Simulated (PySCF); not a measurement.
Isomers of C5H9ClSi2. Theory: PySCF, PBE0-D3(BJ)/def2-SVP geometry optimisation, gas phase. Energies are electronic, without zero-point or thermal terms, for one conformer each. No frequencies were run at this level. Point groups hold within 0.08 Å.

Question: Rank from lowest to highest electronic energy at this level (kJ/mol).
A. `[CH:1]#[C:2][C@@H:3]1[SiH2:4][CH2:5][Si@H:6]1[CH2:7][Cl:8]` with C5–Si6–C7–Cl8 -64°
B. `[SiH3:1][C:2]#[C:3][Si@H:4]([Cl:5])[CH:6]1[CH2:7][CH2:8]1` with C3–Si4–C6–C7 -159°

Answer: B (0.0), A (96.5).

As drawn, the lower has a three-membered ring, which the higher lacks; the higher has a four-membered ring, which the lower lacks.

```tsv
SMILES	E (Eh)	E rel (kJ/mol)	dipole (D)	point group	A, B, C (MHz)
[SiH3]C#C[Si@H](Cl)C1CC1	-1234.02360	0.0	2.06	C1	1613, 540.1, 420.8
C#C[C@@H]1[SiH2]C[Si@H]1CCl	-1233.98683	96.5	0.95	C1	2158, 652.3, 547.2
```

Q: How do the relative energies change in single points at B97-2/pcSseg-1 (no added dispersion term) on the same geometries?

A: 
| SMILES | PBE0-D3(BJ)/def2-SVP (kJ/mol) | B97-2/pcSseg-1 (kJ/mol) | shift |
| --- | --- | --- | --- |
| [SiH3]C#C[Si@H](Cl)C1CC1 | 0.0 | 0.0 | 0.0 |
| C#C[C@@H]1[SiH2]C[Si@H]1CCl | 96.5 | 111.6 | +15.1 |

Each column counts from its own lowest isomer. The order is unchanged; the largest shift is 15.1 kJ/mol.
